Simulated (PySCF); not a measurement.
## Polarisability and C₆ of Hg³⁺ (mercury, charge +3)

[Xe] 4f14 5d9, 2D determinant. Calculation: PySCF 2.14, in ANO-RCC-VTZP (8s7p5d3f1g, 84 functions); scalar relativity by spin-free X2C-1e. Coupled (time-dependent) response in atomic units; α is the mean over directions. The basis has no added diffuse functions, which lowers α and C₆.

```tsv
method	mean α (bohr³)	α xx, yy, zz	C₆ (like pair)	S(−4)
PBE	5.640	5.563, 5.563, 5.793	33.00	5.009
```

S(−4) is the Cauchy moment in α(ω) = α(0) + S(−4) ω² + …

Spin-orbit coupling is absent.

α(iu) at PBE:

```json
{"u (hartree)": "0", "α(iu) (bohr³)": "5.640"}
{"u (hartree)": "0.0500", "α(iu) (bohr³)": "5.628"}
{"u (hartree)": "0.100", "α(iu) (bohr³)": "5.591"}
{"u (hartree)": "0.200", "α(iu) (bohr³)": "5.452"}
{"u (hartree)": "0.300", "α(iu) (bohr³)": "5.246"}
{"u (hartree)": "0.500", "α(iu) (bohr³)": "4.737"}
{"u (hartree)": "0.750", "α(iu) (bohr³)": "4.090"}
{"u (hartree)": "1.00", "α(iu) (bohr³)": "3.519"}
{"u (hartree)": "1.50", "α(iu) (bohr³)": "2.624"}
{"u (hartree)": "2.00", "α(iu) (bohr³)": "1.990"}
{"u (hartree)": "3.00", "α(iu) (bohr³)": "1.223"}
{"u (hartree)": "5.00", "α(iu) (bohr³)": "0.5788"}
```

A single London oscillator, α(iu) = α/(1 + u²/ω²), gives C₆ = (3/4) ω α². Matching the computed C₆ needs ω = 4 × 33.00 / (3 × 5.640²) = 1.38 hartree.

For an ion, C₆ is the dispersion term alone; charge-induced terms of lower order in 1/R come first.

The components differ because the open shell of this determinant is not spherical; for a pure term their mean is the scalar polarisability.

Spin-orbit coupling, absent here, splits the open shell strongly.
